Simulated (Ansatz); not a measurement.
## A geometry optimisation of C4H6GeO2 with PBE-D3(BJ)/def2-SVP

The starting geometry of this gas-phase triplet was optimised with GFN2-xTB as a singlet; its bonds are those of `[GeH3][O]c1ccco1`.

```xyz
13

C    -1.2434   -0.4354    0.8586
C    -0.3077    0.5043    0.5624
C    -0.5400    0.8523   -0.7967
C    -1.5879    0.1055   -1.2189
Ge   -2.8720   -2.2668    1.8649
O    -1.5056   -1.1144    1.9680
O    -2.0284   -0.6902   -0.2086
H    -2.8325   -2.7962    3.2563
H    -2.5449   -3.2904    0.8239
H    -4.1142   -1.4970    1.5445
H     0.4413    0.8941    1.2179
H     0.0115    1.5687   -1.3712
H    -2.1022    0.0353   -2.1555
```

Problem. Predict what becomes of its bonds when it is optimised with PBE-D3(BJ)/def2-SVP.

Solution. It loosens into C4H3O2 + GeH3, which stay close as a complex. Contacts that open: Ge5–O6 (1.79 → 3.13 Å).

The energy falls by 2.18 eV over 39 steps:

```
step  E − E(last) (eV)
   1             2.176
   5             1.062
   9             0.505
  14             0.051
  18             0.042
  22             0.024
  26             0.010
  31             0.002
  35             0.000
  39             0.000
```

Final geometry (Å):

```xyz
13

C    -0.9090   -0.2777    0.8142
C     0.1588    0.5447    0.2758
C    -0.2140    0.9556   -1.0049
C    -1.4799    0.3991   -1.2506
Ge   -3.7521   -2.4723    2.1175
O    -1.0799   -0.8653    1.8640
O    -1.9258   -0.3281   -0.2179
H    -3.1331   -2.6331    3.5354
H    -2.9455   -3.3005    1.0756
H    -5.2359   -2.9739    2.1351
H     1.0763    0.7692    0.8299
H     0.3505    1.5864   -1.7011
H    -2.1364    0.4655   -2.1276
```

No frequencies were run, so the end isn't proven a minimum. Open shells are spin-unrestricted. The triplet needn't be the ground state. Run with Ansatz 0.2.0, 2.6 min on 4 threads of Arm Neoverse V1 (shared host).
